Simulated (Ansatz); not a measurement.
Abridged output of a molecular run in Ansatz:

```
Functional definition: HF
1741 factors; integrals over basis functions are off by at most 8.6e-4 eV
mean field evaluation 1: about -60521.1163 eV, gradient 5.4e1 eV
mean field evaluation 2: about -60521.4798 eV, gradient 5.4e1 eV
mean field evaluation 4: about -60527.5308 eV, gradient 6.0e0 eV
mean field evaluation 8: about -60527.6349 eV, gradient 7.4e-1 eV
mean field -60527.63636175 eV, -2224.3496091889 hartree, gradient 2.0e-6 eV, S^2 0.000000; 0 other end points of the search recorded, 0 dependent functions left out
17 core orbitals not correlated: weight in the atoms' cores, before any rotation towards them, 1.000 or more for the frozen orbitals, at most 0.000 for the correlated occupied ones
reference -60527.63636175 eV, -2224.3496091889 hartree; 18, 18 occupied and 248, 248 virtual orbitals, 1741 factors
second order -32.59086131 eV of doubles, -0.00000000 eV of singles
cycle   1  -31.15550381 eV  change     1.4e0 eV  update   1.5e-1
cycle   2  -32.10151469 eV  change   -9.5e-1 eV  update   5.6e-2
cycle   3  -32.33478141 eV  change   -2.3e-1 eV  update   2.8e-2
cycle   4  -32.30075884 eV  change    3.4e-2 eV  update   8.9e-3
cycle   5  -32.28827833 eV  change    1.2e-2 eV  update   4.0e-3
cycle   6  -32.29220454 eV  change   -3.9e-3 eV  update   1.4e-3
cycle   7  -32.29215992 eV  change    4.5e-5 eV  update   5.2e-4
cycle   8  -32.29147087 eV  change    6.9e-4 eV  update   1.8e-4
cycle   9  -32.29154253 eV  change   -7.2e-5 eV  update   7.1e-5
cycle  10  -32.29166696 eV  change   -1.2e-4 eV  update   2.6e-5
cycle  11  -32.29159717 eV  change    7.0e-5 eV  update   1.2e-5
cycle  12  -32.29160277 eV  change   -5.6e-6 eV  update   4.8e-6
perturbative correction -1.17559592 eV, -0.0432023533 hartree
Total energy: -60561.10356044 eV, -2225.5795060559 hartree
```

Its atoms:

Z-matrix (Å, degrees):
```
Si
B 1 2.021
H 1 1.490 2 116.5
H 1 1.523 2 104.0 3 -115.4
H 1 1.490 2 116.6 3 129.2
N 2 1.388 1 114.0 3 115.3
H 2 1.201 1 124.6 3 -64.7
Zn 6 1.847 2 121.3 1 0.0
H 6 1.011 2 117.9 1 -180.0
O 8 1.774 6 169.1 2 180.0
H 10 0.959 8 114.5 6 180.0
```

**Question.** Which basis set was used?
A. def2-TZVPP
B. cc-pV(Q+d)Z
C. def2-SVP
D. def2-QZVPP

**Answer.** A. It gives 283 functions.

**Question.** Write the keys of the input that set method, charge and spin (a neutral closed shell needs none for the last two).

**Answer.** 
```yaml
correlation: {method: ccsd_t, frozen_orbitals: {B: 1, H: 0, "N": 1, O: 1, Si: 5, Zn: 9}}
```
